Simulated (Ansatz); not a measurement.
Species: WH₅ (charge +1, singlet). The spin state was set by rule; other spins were not relaxed. 
Coordinates optimised at B3LYP-D3(BJ)/def2-TZVP (Ansatz, a quantum-chemistry and plane-wave program):
```
W
H 1 1.6522
H 2 1.6089 1 61.74
H 2 1.6089 3 123.47 1 0.00
H 1 1.6957 2 120.17 3 -90.00
H 1 1.6957 2 120.17 3 90.00
```
Charge +1, spin multiplicity 1.

Basis-set convergence of Hartree-Fock and MP2 correlation energies (hartree) with Ansatz. Valence correlation only, unless marked. No spin-orbit coupling. The frozen core is the preceding noble-gas configuration, with the filled d and f shells of earlier blocks. Past Kr the def2 sets carry scalar-relativistic core potentials.

The T1 diagnostic of CCSD in the largest basis is 0.033, which is high, so the coupled-cluster rows are less sure than usual.

| basis | functions | E(HF) | E(corr, MP2) |
|---|---|---|---|
| def2-SVPD | 75 | -68.83863 | -0.20990 |
| def2-TZVPPD | 144 | -68.86626 | -0.24390 |
| def2-QZVPPD | 249 | -68.86896 | -0.25502 |

Extrapolating the two largest sets (X = 3 and 4) as X^-3: E(corr) = (64·(-0.25502) - 27·(-0.24390))/37 = -0.2631 Eh, an estimate of the basis-set limit. The largest set recovers 96.9 % of it, the smallest 79.8 %.
